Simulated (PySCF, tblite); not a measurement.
One entry of a table of gas-phase calculations, keyed by method. Lists by class give the value and the number of equivalent atoms.

```json
{
 "formula": "C6H13ClO2Si",
 "smiles": "COC[C@@H]1C[C@]1(Cl)CO[SiH3]",
 "charge": 0,
 "multiplicity": 1,
 "geometry_level": "GFN2-xTB",
 "atoms_angstrom": [
  ["C", -2.054, 1.83, -1.037],
  ["O", -1.781, 0.463, -0.874],
  ["C", -1.384, 0.136, 0.441],
  ["C", -1.027, -1.329, 0.493],
  ["C", 0.12, -1.815, 1.338],
  ["C", 0.236, -1.823, -0.152],
  ["Cl", 0.138, -3.385, -0.959],
  ["C", 1.189, -0.909, -0.897],
  ["O", 1.617, 0.133, -0.081],
  ["Si", 2.458, 1.458, -0.491],
  ["H", -1.164, 2.438, -0.828],
  ["H", -2.866, 2.156, -0.374],
  ["H", -2.356, 1.965, -2.073],
  ["H", -0.521, 0.748, 0.736],
  ["H", -2.209, 0.341, 1.144],
  ["H", -1.885, -1.984, 0.405],
  ["H", 0.71, -1.078, 1.862],
  ["H", 0.018, -2.759, 1.851],
  ["H", 0.682, -0.516, -1.787],
  ["H", 2.056, -1.495, -1.229],
  ["H", 1.755, 2.236, -1.515],
  ["H", 3.784, 1.109, -1.005],
  ["H", 2.479, 2.106, 0.813]
 ],
 "electronic_structure_code": "PySCF",
 "results": {
  "GFN2-xTB geometry": {
   "point_group": "C1",
   "rotational_constants_GHz": [1.003, 0.721, 0.505]
  },
  "PBE0/pcSseg-1 ground state and GIAO shieldings, non-relativistic": {
   "dipole_D": 2.56,
   "homo_eV": -7.31,
   "lumo_eV": 0.13,
   "shift_vs_computed_TMS_C_by_class_ppm": [
    [76.6, 1],
    [69.1, 1],
    [61.2, 1],
    [48.5, 1],
    [29.7, 1],
    [18.5, 1]
   ],
   "shift_vs_computed_TMS_H_by_class_ppm": [
    [4.87, 3],
    [4.44, 1],
    [4.06, 1],
    [3.89, 1],
    [3.51, 3],
    [3.29, 1],
    [1.73, 1],
    [1.4, 1],
    [1.03, 1]
   ],
   "shielding_other_nuclei_by_class_ppm": [
    ["O", 309.6, 1],
    ["O", 314.5, 1],
    ["Si", 386.0, 1],
    ["Cl", 771.7, 1]
   ],
   "charges_hirshfeld_e_by_atom": [-0.04, -0.14, 0.0, -0.05, -0.1, 0.03, -0.05, 0.0, -0.2, 0.39, 0.03, 0.04, 0.05, 0.03, 0.03, 0.04, 0.05, 0.05, 0.04, 0.03, -0.08, -0.08, -0.08]
  },
  "GFN2-xTB harmonic vibrations, gas phase": {
   "strongest_ir_bands_cm-1_km_per_mol_modes": [
    [745.1, 216.8, 1],
    [798.9, 220.2, 1],
    [835.2, 229.5, 1],
    [2224.4, 359.1, 1],
    [2261.0, 201.5, 1],
    [2333.7, 232.5, 1]
   ],
   "zpe_kcal_per_mol": 110.6
  }
 }
}
```

The rotational constants make it an asymmetric top with κ = (2B − A − C)/(A − C) = -0.13, nearer the prolate limit (−1). The zero-point energy, half the sum of the 63 harmonic wavenumbers, equals 38680 cm⁻¹ or 463 kJ/mol. The dipole matches unit charges of opposite sign 0.53 Å apart (1 e·Å = 4.8032 D). With B = h/(8π²I), that is 505.379 GHz u Å² over I, the principal moments of inertia are 504.0, 701.1 and 1001.5 u Å² (most abundant isotopes). A dipole of 2.56 D is allowed in C1, and pure rotational transitions are dipole-allowed.

One conformer (not necessarily the lowest) at the GFN2-xTB geometry, without solvent or vibrations. NMR classes are plain means over equivalent atoms (diastereotopic ones count apart unless rotation or inversion swaps them), as if these changed places fast; in this geometry the members of some classes differ.

Conformer computed: `[CH3:1][O:2][CH2:3][C@@H:4]1[CH2:5][C@:6]1([Cl:7])[CH2:8][O:9][SiH3:10]`: C1–O2–C3–C4 -176°, O2–C3–C4–C5 143°, C5–C6–C8–O9 -17°, C6–C8–O9–Si10 -170°.
